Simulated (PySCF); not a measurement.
**How methods differ on the ionisation energy of Cl²⁺**

Cl²⁺ [Ne] 3s2 3p3 (4S) → Cl³⁺ [Ne] 3s2 3p2 (3P), as a difference of total energies. Calculation: PySCF 2.14, in aug-cc-pwCVTZ; the non-relativistic Hamiltonian (point nucleus). Correlated levels: valence and next inner shell: 1s2 frozen. The calculations carry no spin-orbit coupling.

Q: Order these methods by the ionisation energy they give, lowest first.
A. SCS-MP2 (valence and next inner shell)
B. MP2 (valence and next inner shell)
C. CCSD (valence and next inner shell)
D. CCSD(T) (valence and next inner shell)

A: A (39.470 eV), C (39.590 eV), D (39.623 eV), B (39.676 eV).

A first-order spin-orbit estimate (lowest level to lowest level, LS coupling) adds -0.099 eV.

Errors of the correlated levels include the incompleteness of this basis and the frozen core.

For comparison: 39.8 ± 0.11 eV (semi-empirical (NIST evaluation); NIST Atomic Spectra Database, ionization energies).
